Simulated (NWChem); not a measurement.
Molecule: AlBrClF; SMILES [F][Al]([Cl])[Br]

Computed with NWChem. Pople sets run with spherical d functions. This build's default masses of Se (78.918 u) and Br (79.917 u) are each other's, which moves their modes by up to 0.6 %. B3LYP is NWChem's, with the RPA form of VWN correlation. Each level has its own optimisation; frequencies are unscaled.

For level B3LYP/6-31G*:

- r Al–Cl (Å): 2.088
- r Al–Br (Å): 2.239
- dipole (D): 0.35

**Question.** How do the values read with level B3LYP/3-21G instead?

**Answer.** 
* **r Al–Cl (Å)**: 2.166
* **r Al–Br (Å)**: 2.286
* **dipole (D)**: 0.94
